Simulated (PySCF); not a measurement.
Question: What does the PBE0-D3(BJ)/def2-SVP structure of 4-formylphenylboronic acid (`O=Cc1ccc(B(O)O)cc1`) look like in three dimensions?

Answer: 
Z-matrix in Å and degrees, rows numbered from 1:
```
O 
C   1  1.2054
C   2  1.4792  1  124.68
C   3  1.3987  2  120.07  1  -179.89
C   4  1.3913  3  120.00  2   179.91
C   5  1.4028  4  120.73  3     0.04
B   6  1.5689  5  120.65  4  -179.95
O   7  1.3633  6  117.83  5  -179.76
O   7  1.3638  6  117.82  5     0.26
C   6  1.4062  5  118.64  4     0.01
C  10  1.3880  6  120.94  5    -0.05
H   2  1.1213  1  120.97  3   179.95
H   4  1.0942  3  119.48  2    -0.06
H   5  1.0924  4  120.18  3  -179.98
H   8  0.9610  7  115.85  6   179.99
H   9  0.9610  7  115.77  6   179.99
H  10  1.0926  6  118.95  5   180.00
H  11  1.0924  3  118.29  2     0.05
```

The 11 heavy atoms lie in one plane (0.003 Å rms). The C–C distances run from 1.388 Å (C10–C11, aromatic) to 1.479 Å (C2–C3, drawn single), a spread of 0.091 Å. B7 (three-coordinate boron) is planar (angles 124.3°, 117.8° and 117.8°, sum 360.0°, 0.00 Å off the plane of its three neighbours). The 6-membered ring C3–C4–C5–C6–C10–C11 has internal angles of 118.6° to 120.9°; it is planar, 0.00 Å rms from its mean plane, widest ring torsion 0°.

Method: PBE0-D3(BJ)/def2-SVP geometry optimisation, gas phase (PySCF).

Point group: Cs (every atom within 0.08 Å of its image). No PBE0-D3(BJ)/def2-SVP frequencies stand behind this structure, so it isn't proved a minimum. One conformer, not necessarily the lowest (O1–C2–C3–C4 180°, C6–B7–O8–H 180°, C6–B7–O9–H 180°).
